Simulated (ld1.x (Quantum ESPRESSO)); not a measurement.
# Before and after: ultrasoft potential for Sb

```
Element                 : antimony
Generator               : ld1.x (Quantum ESPRESSO) 7.5
Type                    : ultrasoft
Functional              : PBE
Relativity              : scalar-relativistic
Frozen core             : [Kr]
Valence charge          : 15
Reference configuration : 4d10 5s2 5p3
Partial waves           : 5s (bound): rcut 1.80, rcutus 2.10 bohr; 5s channel at 0.05 Ry: rcut 1.80, rcutus 2.10 bohr; 5p (bound): rcut 1.70, rcutus 2.05 bohr; 5p channel at 0.1 Ry: rcut 1.70, rcutus 2.05 bohr; 4d (bound): rcut 0.65, rcutus 0.90 bohr; 4d channel at -1.6 Ry: rcut 0.65, rcutus 0.90 bohr
Local potential         : all-electron potential smoothed inside 1.10 bohr (lloc = -1)
Core correction         : Bessel-smoothed model core, default radius (core density twice the valence density)
Augmentation charge     : PSQ, inside the norm-conserving radii
```

Change: local potential all-electron potential smoothed inside 1.60 bohr (lloc = -2).

Cutoffs: the cutoffs (Ry, on a coarse ladder) from which the occupation-weighted sum of valence levels, in a spherical-Bessel basis at the reference potential, stays within 10 and 1 mRy of its value at 400 Ry; they do not see the model core or the augmentation charge, which bear on the density cutoff. Errors are all-electron minus pseudo energies relative to the spin-unpolarised reference configuration.

**Question.** How do hardness, ghosts and transferability respond?

**Answer.** The potential gets neither clearly harder nor softer (140 Ry and 260 Ry → 140 Ry and 260 Ry); the bound ghost in p, s disappears; the errors of the 7 common tests hardly move; the range in which the p phases agree narrows (upper end at the end of the scan → 3.7). A state that the projectors do not describe sees the local part alone, so a deeper or shallower local part can create or remove a ghost.

| quantity | base | changed |
| --- | --- | --- |
| cutoff, loose | 140 Ry | 140 Ry |
| cutoff, tight | 260 Ry | 260 Ry |
| bound ghosts | s, p | none |
| error for 4d10 5s2 5p2, meV [ΔE 8.32 eV] | -3.2 | -3.1 |
| error for 4d10 5s2 5p1, meV [ΔE 24.28 eV] | -15 | -15 |
| error for 4d10 5s2 5p0, meV [ΔE 48.70 eV] | -47 | -47 |
| error for 4d10 5s2 5p2.5, meV [ΔE 3.26 eV] | -0.9 | -0.9 |
| error for 4d10 5s1 5p0, meV [ΔE 92.99 eV] | -75 | -75 |
| error for 4d9 5s2 5p4, meV [ΔE 31.12 eV] | -95 | -93 |
| error for 4d10 5s1 5p3, meV [ΔE 17.05 eV] | -5.8 | -5.9 |
| s: phases at 2.31 bohr within 0.05 rad from the reference energy up to (Ry; the scan ends near 5) | 4.7 | 3.9 |
| p: phases at 2.31 bohr within 0.05 rad from the reference energy up to (Ry; the scan ends near 5) | to the end of the scan | 3.7 |
| d: phases at 2.31 bohr within 0.05 rad from the reference energy up to (Ry; the scan ends near 5) | to the end of the scan | to the end of the scan |
| lowest overlap eigenvalue by channel | s 0.10, p 0.46, d 0.90 | s 0.37, p 0.56, d 0.92 |

 A true bound ghost makes a file unfit for plane-wave use even where its test errors are small: the radial tests pick states by their node count and pass the ghost by.
